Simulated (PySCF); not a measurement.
## Ionisation energy of Tl⁺ by level of theory

Tl⁺ [Xe] 4f14 5d10 6s2 (1S) → Tl²⁺ [Xe] 4f14 5d10 6s1 (2S), as a difference of total energies. All numbers are calculated (PySCF 2.14, the spin-free X2C one-electron Hamiltonian (Gaussian nucleus), in x2c-TZVPPall with one added diffuse shell each of s, p, d, f type (12s8p7d4f, 99 functions)). Correlated levels: valence and next inner shell: [Kr] 4d10 4f14 frozen. The calculations carry no spin-orbit coupling.

| method | ionisation energy (eV) | error (eV) |
| --- | --- | --- |
| UHF | 18.395 | -2.033 |
| MP2 (valence and next inner shell) | 20.411 | -0.017 |
| SCS-MP2 (valence and next inner shell) | 20.292 | -0.136 |
| CCSD (valence and next inner shell) | 20.090 | -0.338 |
| CCSD(T) (valence and next inner shell) | 20.189 | -0.239 |

Reference: 20.428 eV (measured; NIST Atomic Spectra Database, ionization energies).

Errors of the correlated levels include the incompleteness of this basis and the frozen core.
